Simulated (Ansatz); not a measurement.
HfSe₂⁻, relaxed as a doublet with UKS PBE0-D4/def2-TZVPD in Ansatz, starting from the GFN1-xTB geometry. Force threshold 0.02 eV/Å.

In the def2 sets Hf takes a core potential; there is no spin–orbit coupling. The structure comes from a short search, and lower isomers may exist.

Start:

```xyz
3

Hf    0.357   -0.791   -1.995
Se    0.463   -0.403    0.358
Se   -0.820    1.193    1.637
```

```json
{"step": "1", "energy (eV)": "-131990.3168", "largest force component (eV/Å)": "1.109", "SCF passes": "203"}
{"step": "2", "energy (eV)": "-131990.4015", "largest force component (eV/Å)": "0.176", "SCF passes": "53"}
{"step": "3", "energy (eV)": "-131990.5484", "largest force component (eV/Å)": "0.499", "SCF passes": "56"}
{"step": "4", "energy (eV)": "-131990.8070", "largest force component (eV/Å)": "0.763", "SCF passes": "48"}
{"step": "5", "energy (eV)": "-131991.1867", "largest force component (eV/Å)": "0.876", "SCF passes": "45"}
{"step": "6", "energy (eV)": "-131991.5391", "largest force component (eV/Å)": "0.501", "SCF passes": "51"}
{"step": "7", "energy (eV)": "-131991.6690", "largest force component (eV/Å)": "1.128", "SCF passes": "102"}
{"step": "8 (rejected)", "energy (eV)": "-131991.3206", "largest force component (eV/Å)": "5.257", "SCF passes": "42"}
{"step": "9", "energy (eV)": "-131991.9574", "largest force component (eV/Å)": "1.511", "SCF passes": "41"}
{"step": "10", "energy (eV)": "-131992.2309", "largest force component (eV/Å)": "1.187", "SCF passes": "41"}
{"step": "11", "energy (eV)": "-131992.4857", "largest force component (eV/Å)": "0.476", "SCF passes": "41"}
{"step": "12", "energy (eV)": "-131993.3692", "largest force component (eV/Å)": "2.751", "SCF passes": "63"}
{"step": "13", "energy (eV)": "-131993.9531", "largest force component (eV/Å)": "1.087", "SCF passes": "34"}
{"step": "14", "energy (eV)": "-131994.1731", "largest force component (eV/Å)": "0.328", "SCF passes": "34"}
{"step": "15", "energy (eV)": "-131994.1932", "largest force component (eV/Å)": "0.025", "SCF passes": "32"}
{"step": "16", "energy (eV)": "-131994.1932", "largest force component (eV/Å)": "0.001", "SCF passes": "29"}
```

Force components are those of the run's own axes.

End:

```xyz
3

Hf   -0.033   -0.128   -0.765
Se    1.491   -1.420    0.567
Se   -1.458    1.548    0.198
```

Bonds lost: Se2–Se3 (atoms count from 1). Bonds formed: Hf1–Se3 (atoms count from 1). The end is the same structure that another start reached, the lowest one found.

No frequencies were taken in this run, so the end may be a saddle point.

Hardware: 4 threads of Arm Neoverse V1 on a shared host. Wall time 1.9 min, peak host memory 0.64 GiB.
